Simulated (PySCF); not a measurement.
SMILES N#Cc1ccc(-c2ccccc2)s1, GFN2-xTB optimised geometry. Atoms within 1.6 Å of the plane z = 1.2 Å (x, y, z in Å): N1 (-4.95, 1.98, -0.02), C2 (-3.96, 1.41, -0.01), C3 (-2.76, 0.70, -0.01), C4 (-2.59, -0.66, 0.00), C5 (-1.24, -1.04, 0.00), C6 (-0.37, 0.02, 0.00), C7 (1.08, 0.00, 0.00), C8 (1.79, -1.20, 0.00), C9 (3.17, -1.20, 0.00), C10 (3.88, -0.01, 0.00), C11 (3.18, 1.19, 0.00), C12 (1.80, 1.20, 0.00), S13 (-1.23, 1.53, -0.01), H14 (-3.41, -1.35, 0.00), H15 (-0.93, -2.07, 0.01), H16 (1.26, -2.14, 0.00), H17 (3.71, -2.14, 0.00), H18 (4.95, -0.01, 0.00), H19 (3.72, 2.13, 0.00), H20 (1.27, 2.14, 0.00).

Calculation: PySCF 2.14.0 with PBE/def2-SVP.

Map of the electrostatic potential (hartree/e), clipped to [-0.08, 0.12] on the plane z = 1.2 Å:

```
|2222222222233333333333333333333|
|2222222222233333333333333333333|
|2222222222233333333333333333333|
|2222222222233333333333333333333|
|2222222222233333333333333333333|
|2111122222233333333333333333333|
|1111112222333333333333333333333|
|1111111222333333333333333333333|
|1000011223333333344333344333333|
|1000011233333333444433444433333|
|1000122334455544444433444433333|
|1000223444568864444444444333333|
|1100135655579965445544544333333|
|1111134556668765445544544334333|
|2111234455556665555444444444433|
|2222233444455566565443455444433|
|2222333445544455555444444444433|
|2223334445545544445544544334333|
|2233334444445544445545544333333|
|3333334444444444444444444433333|
|3333334444444444444444444433333|
|3333333444444444444444444433333|
|3333333344444444444444444433333|
|3333333333444444444443443333333|
|3333333333334444444333333333333|
|3333333333333333333333333333333|
|3333333333333333333333333333333|
|3333333333333333333333333333333|
|3333333333333333333333333333333|
|3333333333333333333333333333333|
|3333333333333333333333333333333|
```
Scale: ten equal steps from -0.056 (start of '0') to 0.120 (end of '9'), in the order '0123456789'; x runs from -7.00 to 7.00, y from -7.00 (bottom) to 7.00 (top).
